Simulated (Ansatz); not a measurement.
Wavefunction ladder for `N#C[SiH2]P`

Cartesian coordinates in Å:
```
N -1.713 -0.499 2.333
C -1.253 -0.158 1.333
Si -0.467 0.367 -0.257
P 1.231 -1.053 -0.644
H -0.088 1.789 -0.086
H -1.495 0.229 -1.314
H 2.058 -0.437 0.333
H 1.727 -0.239 -1.699
```

The species carries charge 0 and has multiplicity 1. The structure was optimised at the PBE0-D4/def2-TZVP level. It is one conformer, not always the lowest. Frozen core, restricted reference, Ansatz. CBS rows extrapolate triple and quadruple zeta; past MP2 they add the triple-zeta difference.

```csv
basis,HF (Eh),MP2 corr.,CCSD corr.,(T),CCSD(T) total
def2-SVP,-724.04478,-0.49549,-0.53870,-0.02025,-724.60373
def2-TZVPP,-724.37875,-0.61291,-0.65177,-0.03160,-725.06212
def2-QZVPP,-724.40111,-0.65628,–,–,–
CBS(def2),-724.40419,-0.68841,-0.72727,as TZ,-725.16306
```
